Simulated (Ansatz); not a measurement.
Reactions of CH5ISi (`[SiH3]CI`).

Computed with Ansatz on PBE0-D4/def2-TZVP structures; ΔE is electronic, products minus reactants. CCSD(T)/CBS is the MP2 limit (def2-TZVPP, def2-QZVPP) plus CCSD(T) − MP2 in def2-TZVPP, frozen cores. This one scheme is used for every species. DFT in def2-TZVPP. def2 core potentials past Kr. For I, Sn outer-core shells are correlated without core-valence functions, which leaves a few kJ/mol of doubt a bond. Each species was taken in one conformer, which may not be the lowest.

```
                                                                           reaction  CCSD(T)/CBS(def2) (kJ/mol)
              `[SiH3]CI` + `[CH3][SnH2][O][AlH2]` → `[AlH2][O][SnH2][SiH3]` + `CCI`                           0
                              `[SiH3]CI` + `C=COC(C)=O` → `C=COC(=O)[SiH3]` + `CCI`                           ?
`[SiH3]CI` + `[CH3][Al]([SiH3])[O][SiH3]` → `[CH3][Al]([SiH3])[SiH3]` + `[SiH3]OCI`                         249
                                  `[SiH3]CI` + `O[SiH2]F` → `F[SiH2]O[SiH3]` + `CI`                        -104
                                                  `[SiH3]CI` + `CF` → `FCCI` + SiH₄                           ?
                                `[SiH3]CI` + `BC[SiH2]S` → `BC[SiH2]S[SiH3]` + `CI`                         -65
```

Question: Fill in the missing values. (Best estimate.)

Answer: Ansatz gave: `[SiH3]CI` + `C=COC(C)=O` → `C=COC(=O)[SiH3]` + `CCI`: +38.8 kJ/mol; `[SiH3]CI` + `CF` → `FCCI` + SiH₄: +22.1 kJ/mol.

Largest T1 diagnostic: 0.016, for `C=COC(=O)[SiH3]`.
